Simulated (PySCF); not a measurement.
## Antimony: a sound run and one with changed settings

Sound run: Sb [Kr] 4d10 5s2 5p3, Sb⁺ [Kr] 4d10 5s2 5p2. Computed with PySCF 2.14 in cc-pVDZ-PP with ECP28MDF (4s3p2d, 23 functions), with a scalar-relativistic core potential. The sound run starts from symmetry-adapted Hartree-Fock orbitals and uses a fine grid where one is needed.

Changed run: basis STO-3G, all-electron and non-relativistic. This setting is unsound on purpose.

```json
{"species": "Sb", "method": "UHF", "sound run (hartree)": "-239.27266", "changed run (hartree)": "-6251.36246", "converged": "yes"}
{"species": "Sb", "method": "PBE", "sound run (hartree)": "-240.20044", "changed run (hartree)": "-6252.74213", "converged": "yes"}
{"species": "Sb", "method": "BP86", "sound run (hartree)": "-240.32860", "changed run (hartree)": "-6253.79509", "converged": "yes"}
{"species": "Sb⁺", "method": "UHF", "sound run (hartree)": "-238.95660", "changed run (hartree)": "-6251.13175", "converged": "yes"}
{"species": "Sb⁺", "method": "PBE", "sound run (hartree)": "-239.87148", "changed run (hartree)": "-6252.48818", "converged": "yes"}
{"species": "Sb⁺", "method": "BP86", "sound run (hartree)": "-239.99557", "changed run (hartree)": "-6253.53899", "converged": "yes"}
```

Ionisation energy of Sb:

| method | sound run (eV) | changed run (eV) |
| --- | --- | --- |
| UHF | 8.600 | 6.278 |
| PBE | 8.952 | 6.910 |
| BP86 | 9.062 | 6.969 |

A minimal basis cannot let orbitals breathe on ionisation and holds almost no correlation. The Hamiltonian changed with the basis, so the totals do not compare.

For comparison, NIST gives 8.608 eV between the lowest levels.
